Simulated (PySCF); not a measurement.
PySCF input for C4H4F2, SMILES FC(F)C=C=C, r2SCAN-D4/def2-SVP. Geometry optimised at r2SCAN-D4/def2-SVP. The values are those of a single conformer.

```python
import numpy as np
from pyscf import gto, scf, dft, df
from pyscf.hessian import thermo

mol = gto.M(
    atom='''
    C     2.79903947    0.25132982   -0.00000000
    C     1.56877332   -0.19313185   -0.00000001
    C     0.32867475   -0.62149545    0.00000000
    C    -0.84931621    0.30053284    0.00000000
    F    -1.62663885    0.05674746    1.09278483
    F    -1.62663886    0.05674746   -1.09278483
    H     3.33368331    0.44115771    0.93795227
    H     3.33368331    0.44115772   -0.93795227
    H     0.09214337   -1.69410521   -0.00000001
    H    -0.56303865    1.36692337    0.00000001
    ''',
    basis='def2-SVP',
    charge=0,
    spin=0,
    max_memory=1600,
    verbose=3,
)
mf = dft.RKS(mol, xc='r2scan').density_fit(auxbasis='def2-universal-jkfit')
mf.disp = 'd4'
mf.grids.level = 4
mf.conv_tol = 1e-11
mf.max_cycle = 100
mf.kernel()

# analytic Hessian; the response equations are solved on a coarser grid
h, args, fine = mf.Hessian(), (mf.mo_energy, mf.mo_coeff, mf.mo_occ), mf.grids
h.max_memory = max(150, 2.5e-5 * df.make_auxmol(mol, mf.with_df.auxbasis).nao * mol.nelec[0] * (mol.nelec[0] + mol.nao))  # MB; small integral blocks
h1ao = h.make_h1(mf.mo_coeff, mf.mo_occ)
mf.grids = dft.Grids(mol).set(level=2).build(with_non0tab=True)
mo1, mo_e1 = h.solve_mo1(*args, h1ao)
mf.grids = fine
hess = h.hess_elec(*args, mo1, mo_e1, h1ao) + h.hess_nuc()
if mf.do_disp():
    hess += h.get_dispersion()
for i in range(mol.natm):  # the analytic DFT Hessian lacks the response of the grid: restore translational invariance
    hess[i, i] -= hess[i].sum(axis=0)
hess = (hess + hess.transpose(1, 0, 3, 2)) / 2
vib = thermo.harmonic_analysis(mol, hess, imaginary_freq=False)
thermo.dump_normal_mode(mol, vib)
th = thermo.thermo(mf, vib['freq_au'][vib['freq_au'] > 0], 298.15, 101325)
thermo.dump_thermo(mol, th)
g0 = mf.nuc_grad_method().set(verbose=0).kernel()

# dipole derivatives [dipole axis, atom, xyz] from the same response
r, irp = mol.intor('int1e_r'), mol.intor('int1e_irp').reshape(3, 3, mol.nao, mol.nao)
sl, dm0, ok = mol.aoslice_by_atom(), np.array(mf.make_rdm1()), []
dmu = np.einsum('a,xt->xat', mol.atom_charges(), np.eye(3))
for a, (_, _, p0, p1) in enumerate(sl):
    dmu[:, a] += 2 * np.einsum('xtij,ij->xt', irp[:, :, :, p0:p1], dm0.reshape(-1, mol.nao, mol.nao).sum(0)[:, p0:p1])
    for u, c, occ, f in [(mo1, mf.mo_coeff, mf.mo_occ, 4)]:
        dmu[:, a] -= f * np.einsum('tui,xuv,vi->xt', u[a], r, c[:, occ > 0], optimize=True)
L = vib['norm_mode']
ir = 974.8801 * (np.einsum('xat,kat->kx', dmu, L) ** 2).sum(1)       # km/mol
apt = np.einsum('xax->a', dmu) / 3

# polarisability derivatives from nuclear gradients in small electric fields
h0, F = mf.get_hcore(), 0.005
def in_field(f, guess):
    m = mf.copy()
    m.verbose, m.conv_tol, m.conv_tol_grad = 0, 1e-11, 2e-7
    m.get_hcore = lambda *a: h0 + np.einsum('x,xij->ij', f, r)
    m.kernel(guess)
    ok.append(m.converged)
    dm = np.array(m.make_rdm1())
    g = m.nuc_grad_method().kernel() - np.outer(mol.atom_charges(), f)
    for a, (_, _, p0, p1) in enumerate(sl):
        g[a] -= 2 * np.einsum('x,xtij,ij->t', f, irp[:, :, :, p0:p1], dm[:, p0:p1])
    return g, -np.einsum('xij,ij->x', r, dm), dm
E = np.eye(3) * F
g0, _, dm0 = in_field(np.zeros(3), dm0)
gp = [in_field(e, dm0) for e in E]
gm = [in_field(-e, 2 * dm0 - p[2]) for e, p in zip(E, gp)]
alpha = np.array([(p[1] - q[1]) / (2 * F) for p, q in zip(gp, gm)])  # bohr^3
check = abs(np.array([-(p[0] - q[0]) / (2 * F) for p, q in zip(gp, gm)]) - dmu).max()
print('static polarisability / bohr^3:', alpha.round(3))
print('largest difference of analytic and finite-field dipole derivatives / e:', check)
da = np.zeros((3, 3, mol.natm, 3))
for x in range(3):
    da[x, x] = -(gp[x][0] + gm[x][0] - 2 * g0) / F**2
for x, y in ((0, 1), (0, 2), (1, 2)):
    up, down = in_field(E[x] + E[y], gp[x][2] + gp[y][2] - dm0), in_field(-E[x] - E[y], gm[x][2] + gm[y][2] - dm0)
    both = -(up[0] + down[0] - 2 * g0) / F**2
    da[x, y] = da[y, x] = (both - da[x, x] - da[y, y]) / 2
aq = np.einsum('xyat,kat->kxy', da, L) * 0.529177210903**2           # A^2/amu^1/2
a = np.einsum('kxx->k', aq) / 3
g2 = 1.5 * (aq**2).sum((1, 2)) - 4.5 * a**2
raman, depol = 45 * a**2 + 7 * g2, 3 * g2 / (45 * a**2 + 4 * g2 + 1e-12)
print('mode   freq/cm-1   IR/(km/mol)   Raman/(A^4/amu)   depolarisation')
for k, w in enumerate(vib['freq_wavenumber']):
    print(f'{k + 1:4d} {w:11.2f} {ir[k]:13.3f} {raman[k]:17.3f} {depol[k]:16.3f}')
print('max |gradient| / (hartree/bohr):', abs(g0).max())
print('APT charges:', apt.round(4))
```

It prints:

```
converged SCF energy = -354.003030338432

WARN: MGGA Hessian is sensitive to dft grids. grids.level 4 may not be dense enough.


WARN: DFTD4 does not support analytical Hessian, using finite difference.


WARN: Mole.unit (angstrom) is changed to Bohr

Mode                                 0                   1                   2
Irrep
Freq [cm^-1]                       61.4332            162.6305            309.0709
Reduced mass [au]                   4.5851              4.3282              1.8237
Force const [Dyne/A]                0.0102              0.0674              0.1026
Char temp [K]                      88.3887            233.9890            444.6841
Normal mode                   x     y     z       x     y     z       x     y     z
       0   C                -0.00  0.00  0.12    0.11 -0.11  0.00    0.00 -0.00 -0.01
       1   C                -0.00 -0.00 -0.01    0.03  0.10  0.00    0.00  0.00 -0.02
       2   C                -0.00 -0.00 -0.13    0.02  0.14 -0.00    0.00  0.00 -0.06
       3   C                 0.00 -0.00 -0.06   -0.06  0.04 -0.00   -0.00 -0.00  0.06
       4   F                 0.10  0.04  0.02   -0.03 -0.05 -0.00   -0.08  0.06  0.02
       5   F                -0.10 -0.04  0.02   -0.03 -0.05  0.00    0.08 -0.06  0.02
       6   H                -0.07 -0.10  0.18    0.14 -0.20 -0.00    0.12 -0.36 -0.01
       7   H                 0.07  0.10  0.18    0.14 -0.20  0.00   -0.12  0.36 -0.01
       8   H                -0.00 -0.00 -0.24    0.05  0.13 -0.00    0.00  0.00 -0.48
       9   H                 0.00 -0.00 -0.12   -0.17  0.07 -0.00   -0.00 -0.00  0.06
Mode                                 3                   4                   5
Irrep
Freq [cm^-1]                      350.6839            426.3833            506.7175
Reduced mass [au]                   2.5126              7.7752              4.5066
Force const [Dyne/A]                0.1821              0.8328              0.6818
Char temp [K]                     504.5560            613.4707            729.0536
Normal mode                   x     y     z       x     y     z       x     y     z
       0   C                 0.00  0.00 -0.05   -0.08 -0.03 -0.00    0.00  0.05  0.00
       1   C                 0.00 -0.00  0.21   -0.09  0.02  0.00    0.08 -0.19 -0.00
       2   C                 0.00 -0.00 -0.04   -0.08  0.06  0.00   -0.01  0.09  0.00
       3   C                 0.00 -0.00 -0.03   -0.01  0.06 -0.00   -0.01  0.11  0.00
       4   F                 0.03 -0.01 -0.01    0.10 -0.04  0.06   -0.01 -0.03 -0.03
       5   F                -0.03  0.01 -0.01    0.10 -0.04 -0.06   -0.01 -0.03  0.03
       6   H                 0.31  0.01 -0.23   -0.08 -0.06  0.00   -0.02  0.12 -0.00
       7   H                -0.31 -0.01 -0.23   -0.08 -0.06 -0.00   -0.02  0.12  0.00
       8   H                -0.00 -0.00 -0.21   -0.16  0.08 -0.00   -0.25  0.14 -0.00
       9   H                 0.00 -0.00 -0.03   -0.10  0.08  0.00   -0.14  0.15  0.00
Mode                                 6                   7                   8
Irrep
Freq [cm^-1]                      608.2740            636.2230            846.8410
Reduced mass [au]                  10.5843              2.1475              1.3128
Force const [Dyne/A]                2.3073              0.5122              0.5547
Char temp [K]                     875.1709            915.3832           1218.4157
Normal mode                   x     y     z       x     y     z       x     y     z
       0   C                 0.05  0.03 -0.00   -0.00 -0.00 -0.01   -0.05  0.13 -0.00
       1   C                 0.07 -0.06 -0.00   -0.00  0.00 -0.03    0.01 -0.03  0.00
       2   C                 0.02  0.00  0.00   -0.00 -0.00  0.18    0.00 -0.00  0.00
       3   C                -0.09 -0.05  0.00    0.00  0.00 -0.03    0.00 -0.00  0.00
       4   F                -0.02  0.02  0.13    0.06 -0.02 -0.03   -0.00  0.00  0.00
       5   F                -0.02  0.02 -0.13   -0.06  0.02 -0.03   -0.00  0.00 -0.00
       6   H                 0.05  0.07 -0.00    0.10 -0.44  0.03    0.21 -0.57 -0.00
       7   H                 0.05  0.07  0.00   -0.10  0.44  0.03    0.21 -0.57  0.00
       8   H                 0.05 -0.01 -0.00   -0.00 -0.00 -0.06   -0.01 -0.00 -0.00
       9   H                -0.13 -0.04 -0.00    0.00  0.00 -0.09    0.01 -0.00 -0.00
Mode                                 9                  10                  11
Irrep
Freq [cm^-1]                      877.2484            980.2535           1059.2539
Reduced mass [au]                   1.1664              1.5648              2.7865
Force const [Dyne/A]                0.5289              0.8859              1.8421
Char temp [K]                    1262.1651           1410.3665           1524.0305
Normal mode                   x     y     z       x     y     z       x     y     z
       0   C                 0.00 -0.00 -0.01    0.00 -0.00 -0.13    0.09  0.02 -0.00
       1   C                -0.00  0.00 -0.02    0.00  0.00  0.12   -0.01  0.06 -0.00
       2   C                 0.00  0.00  0.11    0.00  0.00 -0.02   -0.03 -0.16  0.00
       3   C                -0.00 -0.00 -0.00    0.00  0.00 -0.00    0.03  0.12 -0.00
       4   F                 0.01 -0.00 -0.01    0.00 -0.00  0.00   -0.02 -0.02  0.02
       5   F                -0.01  0.00 -0.01   -0.00  0.00  0.00   -0.02 -0.02 -0.02
       6   H                -0.14  0.32  0.01   -0.49 -0.17  0.19    0.16  0.03 -0.04
       7   H                 0.14 -0.32  0.01    0.49  0.17  0.19    0.16  0.03  0.04
       8   H                 0.00  0.00 -0.77    0.00 -0.00 -0.01   -0.47 -0.07 -0.00
       9   H                 0.00 -0.00 -0.00   -0.00  0.00  0.00   -0.04  0.14 -0.00
Mode                                12                  13                  14
Irrep
Freq [cm^-1]                     1087.0216           1116.9842           1138.2401
Reduced mass [au]                   6.9505              5.6089              1.8451
Force const [Dyne/A]                4.8389              4.1231              1.4085
Char temp [K]                    1563.9821           1607.0916           1637.6741
Normal mode                   x     y     z       x     y     z       x     y     z
       0   C                -0.00 -0.00 -0.00    0.06  0.02 -0.00    0.05  0.02 -0.00
       1   C                -0.00 -0.00 -0.00   -0.01 -0.00 -0.00   -0.00  0.01  0.00
       2   C                 0.00  0.00  0.02   -0.05 -0.05  0.00   -0.09  0.08 -0.00
       3   C                 0.00 -0.00 -0.22   -0.19 -0.05 -0.00    0.05 -0.14  0.00
       4   F                -0.05 -0.03  0.07    0.06  0.02 -0.06   -0.00  0.01 -0.00
       5   F                 0.05  0.03  0.07    0.06  0.02  0.06   -0.00  0.01  0.00
       6   H                 0.01 -0.04 -0.00    0.13  0.04 -0.04    0.11  0.05 -0.03
       7   H                -0.01  0.04 -0.00    0.13  0.04  0.04    0.11  0.05  0.03
       8   H                 0.00  0.00 -0.03   -0.03 -0.06 -0.00   -0.58  0.19  0.00
       9   H                 0.00 -0.00 -0.27   -0.26 -0.03 -0.00    0.23 -0.20  0.00
Mode                                15                  16                  17
Irrep
Freq [cm^-1]                     1281.8471           1364.4189           1392.1212
Reduced mass [au]                   1.4037              1.1622              1.2533
Force const [Dyne/A]                1.3590              1.2748              1.4311
Char temp [K]                    1844.2925           1963.0950           2002.9524
Normal mode                   x     y     z       x     y     z       x     y     z
       0   C                -0.04 -0.02  0.00    0.00  0.00  0.00   -0.06 -0.02 -0.00
       1   C                 0.03  0.04 -0.00    0.00  0.00  0.00   -0.03 -0.02  0.00
       2   C                 0.13 -0.02 -0.00    0.00 -0.00 -0.01   -0.01  0.01 -0.00
       3   C                 0.01 -0.06 -0.00   -0.00  0.00  0.10    0.10 -0.04  0.00
       4   F                 0.00  0.02 -0.01   -0.01 -0.02 -0.00   -0.01  0.01  0.00
       5   F                 0.00  0.02  0.01    0.01  0.02 -0.00   -0.01  0.01 -0.00
       6   H                -0.26 -0.10  0.13   -0.01  0.02  0.00    0.36  0.13 -0.26
       7   H                -0.26 -0.10 -0.13    0.01 -0.02  0.00    0.36  0.13  0.26
       8   H                -0.44  0.11 -0.00   -0.00  0.00 -0.01    0.13 -0.01 -0.00
       9   H                -0.53  0.08 -0.00    0.00 -0.00 -0.92   -0.55  0.12 -0.00
Mode                                18                  19                  20
Irrep
Freq [cm^-1]                     1470.2933           2073.6323           3075.9604
Reduced mass [au]                   2.1310              9.8810              1.0900
Force const [Dyne/A]                2.7143             25.0330              6.0765
Char temp [K]                    2115.4247           2983.4952           4425.6222
Normal mode                   x     y     z       x     y     z       x     y     z
       0   C                 0.12  0.05  0.00    0.10  0.04 -0.00    0.00  0.00  0.00
       1   C                -0.01 -0.01 -0.00   -0.22 -0.08  0.00   -0.00 -0.00  0.00
       2   C                -0.15 -0.00 -0.00    0.12  0.03 -0.00    0.00  0.01  0.00
       3   C                 0.09 -0.02  0.00   -0.00  0.00  0.00   -0.02 -0.08 -0.00
       4   F                -0.00  0.00 -0.00   -0.00  0.00  0.00   -0.00  0.00  0.00
       5   F                -0.00  0.00  0.00   -0.00  0.00 -0.00   -0.00  0.00 -0.00
       6   H                -0.22 -0.08  0.23    0.04  0.01  0.07    0.00  0.00  0.00
       7   H                -0.22 -0.08 -0.23    0.04  0.01 -0.07    0.00  0.00 -0.00
       8   H                 0.24 -0.09 -0.00    0.01  0.08  0.00   -0.02 -0.05 -0.00
       9   H                -0.37  0.09 -0.00    0.01 -0.00 -0.00    0.24  0.92  0.00
Mode                                21                  22                  23
Irrep
Freq [cm^-1]                     3127.9363           3151.0868           3221.3851
Reduced mass [au]                   1.0616              1.0905              1.1167
Force const [Dyne/A]                6.1194              6.3796              6.8275
Char temp [K]                    4500.4039           4533.7123           4634.8559
Normal mode                   x     y     z       x     y     z       x     y     z
       0   C                -0.06 -0.02  0.00    0.00  0.00 -0.00    0.00  0.00  0.09
       1   C                 0.01  0.00 -0.00    0.01  0.00 -0.00   -0.00 -0.00  0.00
       2   C                -0.00 -0.00 -0.00   -0.02 -0.08 -0.00    0.00  0.00  0.00
       3   C                -0.00 -0.00 -0.00   -0.00 -0.00 -0.00    0.00 -0.00  0.00
       4   F                 0.00  0.00 -0.00    0.00  0.00 -0.00   -0.00  0.00  0.00
       5   F                 0.00  0.00  0.00    0.00  0.00  0.00    0.00 -0.00  0.00
       6   H                 0.33  0.12  0.59   -0.02 -0.01 -0.03   -0.33 -0.12 -0.57
       7   H                 0.33  0.12 -0.59   -0.02 -0.01  0.03    0.33  0.12 -0.57
       8   H                 0.01  0.05 -0.00    0.20  0.93  0.00    0.00  0.00  0.00
       9   H                 0.00  0.00 -0.00    0.01  0.05 -0.00   -0.00 -0.00  0.00
temperature 298.1500 [K]
pressure 101325.00 [Pa]
Rotational constants [GHz] 8.51552 1.88474 1.66742
Symmetry number 1
Zero-point energy (ZPE) 0.06909 [Eh]   181389.404 [J/mol]
                           tot       elec      trans        rot        vib
Entropy [J/mol/K]       329.923      0.000    164.876    112.498     52.550
Cv [J/mol/K]             86.941      0.000     12.472     12.472     61.997
Cp [J/mol/K]             95.255      0.000     20.786     12.472     61.997
Internal energy [J/mol]                      3718.434   3718.434 190057.853
Internal energy [Eh]   -353.92781  -354.00303
Enthalpy [J/mol]                             6197.391   3718.434 190057.853
Enthalpy [Eh]          -353.92686
Gibbs free energy [J/mol]                  -42960.430 -29822.708 174390.149
Gibbs free energy [Eh] -353.96433
static polarisability / bohr^3: [[71.492  9.863 -0.   ]
 [ 9.866 33.743  0.   ]
 [-0.    -0.    30.274]]
largest difference of analytic and finite-field dipole derivatives / e: 0.0006247366494129825
mode   freq/cm-1   IR/(km/mol)   Raman/(A^4/amu)   depolarisation
   1       61.43         0.398             5.416            0.750
   2      162.63         0.166             8.945            0.719
   3      309.07         1.503             0.147            0.750
   4      350.68         5.864             0.710            0.750
   5      426.38        17.196             2.960            0.369
   6      506.72        25.587             2.687            0.480
   7      608.27         0.565             2.918            0.096
   8      636.22         0.271             3.816            0.750
   9      846.84        57.182             0.397            0.740
  10      877.25        21.145             7.009            0.750
  11      980.25         0.030             0.427            0.750
  12     1059.25         8.271            30.670            0.230
  13     1087.02       221.463             3.462            0.750
  14     1116.98       219.351             2.119            0.733
  15     1138.24        34.517            15.347            0.573
  16     1281.85         2.351             8.342            0.385
  17     1364.42        22.035             5.182            0.750
  18     1392.12        67.717             8.077            0.588
  19     1470.29        32.259             7.779            0.750
  20     2073.63        90.672             0.350            0.608
  21     3075.96        36.153            79.861            0.243
  22     3127.94         0.160           208.346            0.136
  23     3151.09         0.302           145.042            0.241
  24     3221.39         0.848           129.436            0.750
max |gradient| / (hartree/bohr): 0.0001828839895686465
APT charges: [-0.2223  0.198  -0.2823  1.329  -0.5973 -0.5973  0.0781  0.0782  0.0654
 -0.0552]
```

Self-consistency was reached.
